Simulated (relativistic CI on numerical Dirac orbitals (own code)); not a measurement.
# Electric-dipole transitions in Ca⁴⁺

Calculated at this level of theory: Dirac-Coulomb-Breit CI, separate exchange-only KLI orbitals for each configuration, QED by a radiative potential, valence Slater integrals scaled by 0.85, configuration energies shifted to the measured levels that pair with them (semi-empirical) (own radial code, finite nucleus).

Configurations in the expansion (outside the closed core [Ne]): 3s2 3p4, 3s 3p5, 3s2 3p3 3d, 3s2 3p3 4s, 3s2 3p3 5s, 3p6, 3s2 3p2 3d2, 3s 3p4 3d, 3p4 3d2, 3s2 3p3 4p, 3s2 3p3 4d, 3p5 3d, 3s 3p3 3d2, 3s2 3p3 4f, 3s2 3p3 5p, 3s 3p4 4s, 3s2 3p3 5d, 3s2 3p3 5f, 3s2 3p3 5g, 3s 3p4 4p, 3s2 3p2 3d 4s, 3s 3p4 4d, 3s 3p4 4f, 3s 3p4 5s, 3s2 3p2 3d 4p, 3s 3p4 5p, 3s 3p4 5d, 3s 3p4 5f, 3s 3p4 5g, 3p5 4s. Levels of other configurations are missing.

```
λ vac (Å)             Lower                   Upper   A (s⁻¹)        gf  Branching (%)
   184.14  3s2 3p4 3P_2 [1]  3s2 3p3 5s 3P°_2 [292]  1.95e+09  4.96e-02           31.2
   189.89  3s2 3p4 1D_2 [4]  3s2 3p3 5s 1P°_1 [295]  5.36e+09  8.69e-02           42.4
   190.64  3s2 3p4 3P_2 [1]  3s2 3p3 5s 3D°_3 [246]  2.58e+09  9.85e-02           45.3
   196.83  3s2 3p4 1D_2 [4]  3s2 3p3 5s 1D°_2 [256]  9.06e+09  2.63e-01           73.4
   198.20  3s2 3p4 1S_0 [5]  3s2 3p3 5s 1P°_1 [295]  4.08e+09  7.21e-02           32.3
   199.43  3s2 3p4 3P_2 [1]  3s2 3p3 5s 3S°_1 [190]  6.22e+09  1.11e-01           44.3
   200.39  3s2 3p4 3P_1 [2]  3s2 3p3 5s 3S°_1 [190]  3.55e+09  6.40e-02           25.2
   258.21  3s2 3p4 3P_2 [1]   3s2 3p3 4s 3P°_2 [62]  3.09e+09  1.54e-01           51.4
   258.59  3s2 3p4 3P_2 [1]   3s2 3p3 4s 3P°_1 [61]  1.78e+09  5.35e-02           31.0
   259.81  3s2 3p4 3P_1 [2]   3s2 3p3 4s 3P°_2 [62]  2.09e+09  1.06e-01           34.8
   260.36  3s2 3p4 3P_1 [2]   3s2 3p3 4s 3P°_0 [60]  5.70e+09  5.79e-02          100.0
   260.78  3s2 3p4 3P_0 [3]   3s2 3p3 4s 3P°_1 [61]  2.59e+09  7.93e-02           45.2
   267.29  3s2 3p4 1D_2 [4]   3s2 3p3 4s 1P°_1 [63]  8.29e+09  2.66e-01           78.5
   267.41  3s2 3p4 3P_2 [1]   3s2 3p3 4s 3D°_3 [52]  4.38e+09  3.28e-01           99.2
   267.66  3s2 3p4 3P_2 [1]   3s2 3p3 4s 3D°_2 [51]  1.91e+09  1.03e-01           42.9
   269.38  3s2 3p4 3P_1 [2]   3s2 3p3 4s 3D°_2 [51]  2.54e+09  1.38e-01           57.0
   269.47  3s2 3p4 3P_1 [2]   3s2 3p3 4s 3D°_1 [50]  2.27e+09  7.41e-02           40.7
   270.08  3s2 3p4 3P_0 [3]   3s2 3p3 4s 3D°_1 [50]  1.92e+09  6.29e-02           34.4
   277.21  3s2 3p4 1D_2 [4]   3s2 3p3 4s 1D°_2 [54]  1.13e+10  6.49e-01           95.8
   281.84  3s2 3p4 3P_2 [1]   3s2 3p3 4s 3S°_1 [47]  8.92e+09  3.19e-01           57.7
   283.76  3s2 3p4 3P_1 [2]   3s2 3p3 4s 3S°_1 [47]  4.90e+09  1.77e-01           31.7
   284.04  3s2 3p4 1S_0 [5]   3s2 3p3 4s 1P°_1 [63]  2.23e+09  8.10e-02           21.1
   284.44  3s2 3p4 3P_0 [3]   3s2 3p3 4s 3S°_1 [47]  1.63e+09  5.93e-02           10.5
   534.60  3s2 3p4 1D_2 [4]        3s 3p5 1P°_1 [9]  5.73e+09  7.37e-01           94.8
   637.86  3s2 3p4 3P_2 [1]        3s 3p5 3P°_1 [7]  7.68e+08  1.41e-01           43.1
   642.97  3s2 3p4 3P_1 [2]        3s 3p5 3P°_0 [8]  1.79e+09  1.11e-01          100.0
   646.60  3s2 3p4 3P_2 [1]        3s 3p5 3P°_2 [6]  1.31e+09  4.12e-01           75.4
   647.75  3s2 3p4 3P_1 [2]        3s 3p5 3P°_1 [7]  4.39e+08  8.29e-02           24.6
   651.30  3s2 3p4 3P_0 [3]        3s 3p5 3P°_1 [7]  5.74e+08  1.10e-01           32.2
   656.76  3s2 3p4 3P_1 [2]        3s 3p5 3P°_2 [6]  4.22e+08  1.36e-01           24.2
```

Terms are leading LS components. Brackets give the number of a level in order of energy, since labels repeat. The list gives strong lines, with weight on those to low levels, without configurations that were not tied to measured data, without lines whose two gauges differ by over a factor of 2.5, among the lowest 400 of 1518 levels, so that lines to higher ones, which can be the strongest, are missing. Levels whose partners in the same complex of configurations lie outside the list can be far off, and so can their lines. Rates are taken at the computed energies, electric ones in the length gauge.

Configurations whose levels could be paired with our table of measured levels were shifted onto them, all but the ground configuration, by the median error of their levels; single terms can still be off by 1,000 to 2,000 cm⁻¹ or more, and rates follow the energies as ν³ (E1, M1) or ν⁵ (E2). The others borrow a shift and can be off by several thousand cm⁻¹ or more. 20 of the 27 excited levels that our extract of the measured tables holds in this range could be paired (the sources list more); they are missed by 1018 cm⁻¹ on average and 4176 at most, after the shifts were fitted to these levels, and levels without a partner can miss by more.

**Question.** From the table, what is the radiative lifetime of 3s2 3p3 4s 3S°_1?

**Answer.** The listed rates from this level add up to about 1.54e+10 s⁻¹, 100 % of its decay; with all channels τ = 6.47e-11 s.
